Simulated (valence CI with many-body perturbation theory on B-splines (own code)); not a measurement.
**Level structure of Ce XXXVIII**

Level of theory: relativistic CI+MBPT: three valence electrons over a frozen Dirac-Fock core [Ar], radial functions for each j: 7 s, 7 p, 8 d, 6 f, 4 g, 1 h, with the one-electron correlation potential Σ1, the two-electron term Σ2, the three-electron term Σ3, Breit, model QED; selected CI, second order for the rest, scaled by the run's own slope (own B-spline code, finite nucleus).

No measured spectrum was set against this ion. As an estimate, large intervals hold to a few tenths of a per cent, small ones and those within an open d or f shell to about a per cent. Only levels of the ground parity were solved; by the run's estimate the other parity begins above the list, which can be wrong where configurations are misplaced.

Levels 1 to 19 of 19, with energies above the lowest level, (3d3/2^3) J=3/2. "Leading %" is the weight of the configuration and term that name the level; weights of strongly mixed levels are sums over their largest components and can fall short, so below about 35 % the name and the second component can differ from the true leading terms, or belong to a minority configuration. In the jj column 3d3/2^4 stands for four electrons in 3d with j = 3/2. Lifetimes count E1, E2, E3, M1 and M2 decay at the calculated energies, and are blank where another channel may lead or the interval is too uncertain; long ones can be off by a factor of two.

```tsv
No.	Configuration	Term	J	E (cm⁻¹)	Leading %	Leading jj	Second component	Lifetime
1	3d³	⁴F	3/2	0	58	3d3/2^3 (93 %)	31 % 3d³ ²D	
2	3d³	⁴F	5/2	137510	88	3d3/2^2 3d5/2 (97 %)	11 % 3d³ ²D	13.4 μs
3	3d³	⁴P	3/2	181920	41	3d3/2^2 3d5/2 (95 %)	31 % 3d³ ²P	14.3 μs
4	3d³	⁴F	7/2	189750	51	3d3/2^2 3d5/2 (87 %)	39 % 3d³ ²G	347 μs
5	3d³	²G	9/2	200390	43	3d3/2^2 3d5/2 (95 %)	36 % 3d³ ²H	84.7 ms
6	3d³	⁴P	1/2	209250	62	3d3/2^2 3d5/2 (99 %)	38 % 3d³ ²P	39.5 μs
7	3d³	⁴P	5/2	314730	65	3d3/2^2 3d5/2 (71 %)	22 % 3d³ ²D	34.3 μs
8	3d³	²G	7/2	333720	49	3d3/2 3d5/2^2 (92 %)	48 % 3d³ ⁴F	6.02 μs
9	3d³	⁴F	9/2	353290	53	3d3/2 3d5/2^2 (90 %)	46 % 3d³ ²H	10.5 μs
10	3d³	⁴P	3/2	384100	42	3d3/2 3d5/2^2 (98 %)	41 % 3d³ ²D	4.17 μs
11	3d³	²P	1/2	399830	62	3d3/2 3d5/2^2 (99 %)	38 % 3d³ ⁴P	7.18 μs
12	3d³	²H	11/2	413210	100	3d3/2 3d5/2^2 (100 %)		23.1 μs
13	3d³	²D	5/2	429800	73	3d3/2 3d5/2^2 (71 %)	13 % 3d³ ²F	10.2 μs
14	3d³	²F	5/2	453610	52	3d3/2 3d5/2^2 (92 %)	27 % 3d³ ²D	12.4 μs
15	3d³	²F	7/2	471020	87	3d3/2 3d5/2^2 (95 %)	12 % 3d³ ²G	15.5 μs
16	3d³	²G	9/2	542800	55	3d5/2^3 (94 %)	26 % 3d³ ⁴F	4.53 μs
17	3d³	²P	3/2	546550	45	3d3/2 3d5/2^2 (57 %)	43 % 3d³ ²D	5.40 μs
18	3d³	²D	3/2	650400	81	3d5/2^3 (57 %)	14 % 3d³ ²P	4.42 μs
19	3d³	²D	5/2	694560	67	3d5/2^3 (88 %)	22 % 3d³ ²F	2.74 μs
```

The ionisation energy to 3d² ³F2 of the next ion comes out as 2600.2 eV (NIST: 2600 ± 4 eV (theoretical)). All 19 levels together are meant to be complete up to 722340 cm⁻¹.
